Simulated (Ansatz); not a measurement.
Calculated with Ansatz (gas phase, PBE0-D4/def2-TZVP geometries, no zero-point term in ΔE). CCSD(T)/CBS is the MP2 limit (def2-TZVPP, def2-QZVPP) plus CCSD(T) − MP2 in def2-TZVPP, frozen cores. This one scheme is used for every species. DFT in def2-TZVPP. def2 core potentials past Kr. For Te outer-core shells are correlated without core-valence functions, which leaves a few kJ/mol of doubt a bond. Each species was taken in one conformer, which may not be the lowest.

Reaction (ligand exchange at the Si–O bond): `N[Si](O)(O)O` + H₂Te → `N[Si](O)(O)[TeH]` + H₂O

```
             level  ΔE (kcal/mol)
         revPBE-D4            9.3
         r2SCAN-D4           13.4
               PBE           10.7
           r2SCANh           13.9
         CAM-B3LYP           17.3
SCS-MP2/def2-TZVPP           14.3
   CCSD/def2-TZVPP           15.8
     HF/def2-QZVPP           19.9
```

**Question.** What does CCSD(T)/CBS give? (An estimate is asked.)

**Answer.** Computed: +12.1 kcal/mol. The listed levels differ from it by -2.8, 1.3, -1.4, 1.8, 5.2, 2.2, 3.7, 7.8 kcal/mol.

Largest T1 diagnostic among the species: 0.011.

The D4 term adds −2.2 kcal/mol with B3LYP and −1.2 kcal/mol with PBE0; it sums over pairs of atoms, weighted by their polarisabilities, and B3LYP, whose exchange is more repulsive, gets the larger term. In def2-TZVPP, CCSD(T) changes the Hartree–Fock value by −5.1 kcal/mol (the triples alone add −1.1 kcal/mol) and MP2 by −7.5 kcal/mol. From BLYP to BHLYP (50 % exact exchange), in def2-TZVPP and without D4, ΔE moves by +2.9 kcal/mol.

B3LYP here is the variant with VWN-RPA as its local correlation; programs differ in this.
